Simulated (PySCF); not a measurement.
# Niobium: a sound run and one with changed settings

Sound run: Nb [Kr] 4d4 5s1, Nb⁺ [Kr] 4d4. Computed with PySCF 2.14 in x2c-SVPall (6s5p5d1f, 53 functions), with scalar relativity by spin-free X2C-1e. In the sound run the correlated levels freeze [Kr]. The sound run starts from symmetry-adapted Hartree-Fock orbitals and uses a fine grid where one is needed.

Changed run: basis STO-3G, all-electron and non-relativistic. This setting is unsound on purpose.

| species | method | sound run (hartree) | changed run (hartree) | converged |
| --- | --- | --- | --- | --- |
| Nb | UHF | -3816.88769 | -3715.89002 | yes |
| Nb | TPSS | -3818.84580 | -3717.31752 | yes |
| Nb | MP2 | -3816.92667 | -3715.89068 | yes |
| Nb⁺ | UHF | -3816.66672 | -3715.78718 | yes |
| Nb⁺ | TPSS | -3818.58968 | -3717.18004 | yes |
| Nb⁺ | MP2 | -3816.69432 | -3715.78775 | yes |

Ionisation energy of Nb:

```
 method  sound run (eV)  changed run (eV)
    UHF           6.013             2.799
   TPSS           6.969             3.741
 r2SCAN             n/a             3.853
    MP2           6.322             2.801
SCS-MP2           6.116             2.799
```

A minimal basis cannot let orbitals breathe on ionisation and holds almost no correlation. The Hamiltonian changed with the basis, so the totals do not compare.

For comparison, NIST gives 6.759 eV between the lowest levels.
